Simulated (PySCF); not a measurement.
# Computed records: C2H5AlSi

Calculation on a computer-drawn molecule: the log of a Hartree-Fock and frozen-core CCSD(T) single point meant for a local Hartree-Fock minimum, with one planted fault or none, to be diagnosed. Offsets are logged minus clean, where the clean run is the same molecule without the fault. The reference is restricted for singlets and unrestricted otherwise, and also for a bond in bohr or an excited solution. Adding or removing an electron swaps singlet and doublet. The excited solution moves the top pair (singlet) or top alpha electron (doublet) to the lowest empty orbital. Highest occupied and lowest empty are orbital energies over both spins, largest force is the largest gradient component, triples share is (T) over the correlation energy, the T1 limit is 0.02 restricted and 0.045 unrestricted, electrons count all cores, a negative frequency is imaginary (commonest isotopes), and the dipole is about the centre of nuclear charge. Program: PySCF 2.14.0.

```xyz
9
formula=C2H5AlSi meant_charge=0 meant_multiplicity=1 meant_basis=cc-pV(D+d)Z logged_electrons=44 logged_basis_functions=99 logged_SCF_converged=yes logged_spin_squared=0 logged_highest_occupied=-7.5196 logged_lowest_empty=0.82545 logged_largest_force=0.041273 logged_T1_diagnostic=0.016001 logged_D1_diagnostic=0.052068 logged_triples_share=0.0389 logged_CC_converged=yes logged_dipole_magnitude=2.2842 logged_SCF_stable_within_its_kind=yes logged_energy_HF=-609.40368 logged_energy_CCSD(T)=-609.91151 possible_faults=no_fault,one_electron_removed,one_electron_added,multiplicity_raised_by_two,geometry_at_a_saddle_point,SCF_held_on_an_excited_solution,minimal_basis_STO-3G,one_bond_length_entered_in_bohr,all_coordinates_scaled
C     -2.3122     0.3992    -1.4726
Si    -1.6437    -0.9161    -2.5067
C      0.2617    -1.2081    -2.9159
Al     1.4077    -2.0992    -1.3231
H     -3.4374     0.4601    -1.2288
H     -1.6721     1.2649    -1.0585
H     -2.5885    -2.0610    -3.0167
H      0.7732    -0.1733    -3.1081
H      0.3697    -1.8409    -3.8911
```

Units: logged_highest_occupied, logged_lowest_empty in eV; logged_largest_force in hartree/bohr; logged_dipole_magnitude in debye; logged_energy_HF, logged_energy_CCSD(T) in hartree.

Drawn bonds:
| atom | other atom | order |
| --- | --- | --- |
| 1 | 2 | 2 |
| 2 | 3 | 1 |
| 3 | 4 | 1 |
| 1 | 5 | 1 |
| 1 | 6 | 1 |
| 2 | 7 | 1 |
| 3 | 8 | 1 |
| 3 | 9 | 1 |

**Q.** C2H5AlSi: planted fault?
**A.** all coordinates scaled, by +6.3 %

Further results for C2H5AlSi:

- HF energy offset from clean run: 18.11 kcal/mol
- CCSD(T) energy offset from clean run: 10.39 kcal/mol
